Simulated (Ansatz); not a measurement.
One change: `CO[SiH](O)Cl` becomes `CO[SiH](C)O`.

Ansatz, PBE0-D4/def2-TZVP geometries, multiplicity 1. Each molecule was computed in one conformer, which needn't be the lowest.

```
                                        property  `CO[SiH](O)Cl`
             LUMO energy (B3LYP/def2-TZVPP) / eV            0.39
           LUMO energy (ωB97M-V/def2-TZVPP) / eV            2.29
size of the dipole moment (B3LYP/def2-TZVPP) / D            1.58
  size of the dipole moment (PBE/def2-TZVPP) / D            1.53
              HOMO energy (PBE0/def2-TZVPP) / eV           -8.70
               HOMO energy (PBE/def2-TZVPP) / eV           -7.11
```

(1) What does the change do to each property? (An estimate is asked.)

Answers

(1) Ansatz gave: 
```
                                        property  `CO[SiH](C)O`  shift
             LUMO energy (B3LYP/def2-TZVPP) / eV           0.41   0.02
           LUMO energy (ωB97M-V/def2-TZVPP) / eV           2.23  -0.06
size of the dipole moment (B3LYP/def2-TZVPP) / D           1.56  -0.02
  size of the dipole moment (PBE/def2-TZVPP) / D           1.41  -0.12
              HOMO energy (PBE0/def2-TZVPP) / eV          -8.12   0.58
               HOMO energy (PBE/def2-TZVPP) / eV          -6.57   0.54
```

Dipoles are sizes alone; their direction can turn.

B3LYP here is the variant with VWN-RPA as its local correlation; programs differ in this.
